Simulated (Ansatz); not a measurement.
Gas-phase reaction 2 R1 → P1 + P2, each structure at its B3LYP-D3(BJ)/def2-SVP stationary point, reached from a drawn start (curvature not checked).
R1: H4O4Ti (SMILES [OH][Ti]([OH])([OH])[OH]), charge 0, multiplicity 1.
P1, H6O7Ti2 (SMILES [OH][Ti]([OH])([OH])[O][Ti]([OH])([OH])[OH]) (charge 0, multiplicity 1):
```xyz
15

O      2.86600    -0.63666    -1.19242
Ti     1.41308    -0.44089    -0.17331
O      0.59541    -2.05690     0.08722
O      1.88458     0.25392     1.40757
O      0.17503     0.63784    -0.96091
Ti    -1.39813     0.84290    -0.10681
O     -1.65403     2.52622     0.45528
O     -2.72188     0.25144    -1.15303
O     -1.08768    -0.22312     1.33820
H      3.77990    -0.35073    -1.07231
H      0.93807    -2.91635    -0.18763
H      1.19465     0.39257     2.07579
H     -2.31534     3.18483     0.21158
H     -2.76727    -0.29279    -1.94714
H     -0.90240    -1.17239     1.21780
```
P2: H2O (SMILES O), charge 0, multiplicity 1.

P less R. No zero-point or thermal terms; no spin–orbit coupling. One arrangement of each flexible species, with no search for the lowest.

Frozen-core correlation throughout.

The values were computed with Ansatz (a quantum-chemistry and plane-wave program) with Gaussian orbitals. All values are computed, each at the level named.

Question: One of these levels gives -8.31 kcal/mol for the reaction energy. Name it.
A) BLYP/def2-TZVPP
B) CCSD(T)/def2-SVP
C) r2SCAN/def2-TZVPP

Answer: C, r2SCAN/def2-TZVPP. The others give -3.56 (BLYP/def2-TZVPP), -15.65 (CCSD(T)/def2-SVP)
